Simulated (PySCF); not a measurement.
Electron correlation in Kr (krypton, neutral)

[Kr], closed-shell 1S. Computed with PySCF 2.14 in aug-cc-pVTZ-PP with ECP10MDF, with a scalar-relativistic core potential. Frozen: 3s2 3p6 3d10; 8 electrons correlated.

```tsv
level	correlation energy (mhartree)
CCSD	-192.38
(T)	-6.11
CCSD(T)	-198.49
```

Diagnostics: T1 = 0.0022, D1 = 0.0053, largest double amplitude 0.028.

Task: Is a single reference adequate?

Result: Yes, within this model without spin-orbit coupling: T1 lies below 0.03 and no double amplitude reaches 0.07.
